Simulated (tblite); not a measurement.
C4H8Si.
SMILES: `C=C1CC[SiH2]1`

Computed with GFN2-xTB (tblite): harmonic, unscaled wavenumbers at the GFN2-xTB geometry, gas phase. The method is semi-empirical: single wavenumbers can be off by several per cent or more. Modes of hydrogen on silicon can be 10 to 20 % off.

Harmonic wavenumbers (cm⁻¹): 52.3, 275.6, 303.0, 434.8, 473.8, 517.7, 602.8, 646.5, 667.3, 717.5, 749.0, 790.1, 878.4, 905.2, 925.8, 1028.4, 1071.6, 1145.6, 1189.4, 1203.7, 1256.7, 1416.8, 1460.3, 1487.4, 1712.9, 2245.2, 2254.8, 2964.3, 2984.9, 3004.1, 3017.3, 3054.1, 3098.8.

A = 6121, B = 3824, C = 2494 MHz; mass 84.040 u (most abundant isotopes); point group Cs, symmetry number 1.

Question: What is the zero-point energy?

Answer: Half the sum of the wavenumbers: 22268 cm⁻¹ = 63.67 kcal/mol.

Question: Give the ideal-gas entropy at 400 K and 1 bar in the rigid-rotor, harmonic-oscillator model (classical rotation).

Answer: Translation 40.69, rotation 26.99, vibration 18.79: S = 86.5 cal/(mol K).

Question: And Cp and H(400 K) − H(0)?

Answer: Cp = 32.71 cal/(mol K), of which vibrations give 24.76 (their classical limit is 33 R = 65.6); H(400 K) − H(0) = 7.51 kcal/mol without the zero-point energy, 4.33 from vibrations.

Question: How do the functions run with temperature in this model?

Answer: 
```tsv
T (K)	S (cal/(mol K))	Cp (cal/(mol K))	H − H(0) (kcal/mol)	G − H(0) (kcal/mol)	ln q(vib)
50	52.5	9.7	0.44	-2.18	0.25
100	59.6	11.3	0.96	-5.00	0.67
298.15	77.9	25.6	4.53	-18.70	2.69
373.15	84.3	31.0	6.65	-24.78	3.65
500	94.4	38.5	11.08	-36.12	5.41
750	112.1	48.8	22.08	-62.00	9.03
1000	127.1	55.5	35.16	-91.95	12.55
```

q(vib) and H(0) count from the zero-point level.

Question: Which modes carry the vibrational entropy at 400 K?

Answer: 52.3 cm⁻¹: 5.31; 275.6 cm⁻¹: 2.08; 303.0 cm⁻¹: 1.91; 434.8 cm⁻¹: 1.29; 473.8 cm⁻¹: 1.15; 517.7 cm⁻¹: 1.02 cal/(mol K); the other 27 give 6.03 together.

Hindered rotation and anharmonicity are outside this model.
